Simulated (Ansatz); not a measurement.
Reaction (substitution at a C–O bond): `OCN[SiH3]` + H–F → `FCN[SiH3]` + H₂O

Program: Ansatz. Geometries: PBE0-D4/def2-TZVP. ΔE: electronic, gas phase. CCSD(T)/CBS is the MP2 limit (def2-TZVPP, def2-QZVPP) plus CCSD(T) − MP2 in def2-TZVPP, frozen cores. This one scheme is used for every species. DFT in def2-TZVPP. B3LYP here is the variant with VWN-RPA as its local correlation; programs differ in this. HSE06 is defined as in plane-wave codes. Each species was taken in one conformer, which may not be the lowest.

`OCN[SiH3]`:

```xyz
11

O     1.376    0.008   -1.822
C     1.033   -0.415   -0.526
N    -0.377   -0.354   -0.282
Si   -1.097    0.360    1.107
H     0.968    0.869   -1.956
H     1.428   -1.434   -0.453
H     1.534    0.196    0.238
H    -0.912   -1.003   -0.839
H    -0.433    1.668    1.349
H    -0.977   -0.436    2.364
H    -2.544    0.540    0.820
```

H–F:

Z-matrix (Å, degrees):
```
F
H 1 0.920
```

`FCN[SiH3]`:

Cartesian coordinates in Å:
```
F -0.540 -0.400 2.045
C 0.567 -0.089 1.243
N 0.217 0.618 0.081
Si -0.501 -0.130 -1.308
H 1.241 0.494 1.875
H 1.028 -1.045 0.979
H 0.031 1.596 0.244
H -0.302 0.785 -2.460
H 0.216 -1.414 -1.512
H -1.957 -0.414 -1.188
```

H₂O:

Cartesian coordinates in Å:
```
O 0.115 -0.195 0.316
H 0.283 -0.419 -0.602
H -0.398 0.615 0.285
```

```
        level  ΔE (eV)
       PBE-D4    -0.15
      BLYP-D4    -0.19
      PBE0-D4    -0.12
     B3LYP-D4    -0.17
      ωB97X-V    -0.17
      ωB97M-V    -0.16
        HSE06    -0.14
HF/def2-QZVPP    -0.20
```

Problem. What does CCSD(T)/CBS give? (An estimate is asked.)

Solution. Computed: -0.11 eV. The listed levels differ from it by -0.04, -0.08, -0.01, -0.06, -0.06, -0.05, -0.03, -0.09 eV.

Largest T1 diagnostic among the species: 0.011.

In def2-TZVPP, CCSD(T) changes the Hartree–Fock value by +0.09 eV (the triples alone add +0.01 eV) and MP2 by +0.12 eV. Leaving LDA and LC-ωPBE aside and taking each functional with its dispersion term where it has one, the values, not all of them listed here, spread over 0.08 eV, from BLYP-D4 to PBE-QIDH. LDA lies +0.06 eV from PBE without D4. From BLYP to BHLYP (50 % exact exchange), in def2-TZVPP and without D4, ΔE moves by +0.04 eV.
